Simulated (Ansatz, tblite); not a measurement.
Cost and result up the ladder for Zn6O6, a cluster cut from wurtzite ZnO (bare) (12 atoms). Total charge 0; singlet. Geometry: PBE-D4/def2-SVP.

```tsv
atom	x (Å)	y (Å)	z (Å)
Zn1	1.4093	-1.2644	-0.6166
O2	1.5497	-1.1445	1.2851
O3	1.9632	0.7200	-0.9953
Zn4	1.5498	0.9068	0.8608
Zn5	-0.2423	-0.7592	1.8247
O6	0.0024	1.3196	1.9030
O7	-0.0024	-1.3196	-1.9031
Zn8	0.2423	0.7594	-1.8246
Zn9	-1.5496	-0.9069	-0.8608
O10	-1.9632	-0.7200	0.9953
O11	-1.5498	1.1445	-1.2852
Zn12	-1.4093	1.2644	0.6166
```

Ansatz on 2 threads of AMD EPYC 7R13 on a shared host and a share (18 GiB) of an NVIDIA H100 80GB HBM3; xTB runs through tblite on one thread. Times are rough, summed over both states, and most runs start from the orbitals of an earlier one. ωB97X-V/def2-TZVP serves as the yardstick here, not as an exact answer. The other state is a doublet.

The xTB rows come from tblite. Single mean-field runs in def2-TZVP are fitted with def2-universal-jkfit.

Run but left out: PBE-D4/def2-TZVP (charge +1 doublet: an occupied level 0.09 eV above an empty one).

Raw xTB energies of ions are shifted by several eV.

```csv
level,functions,vertical IE (eV),difference from ωB97X-V/def2-TZVP (eV)
ωB97X-V/def2-TZVP,474,9.29,0.00
GFN2-xTB,48,16.86,7.57
PBE0-D4/def2-TZVP,474,8.88,-0.41
GFN1-xTB,48,13.05,3.76
```

Task: Estimate how long each takes.

Result: GFN1-xTB 0.022 s; GFN2-xTB 0.024 s; PBE0-D4/def2-TZVP 17 s; ωB97X-V/def2-TZVP 32 s. On shared hardware such times vary by a factor of up to 3.
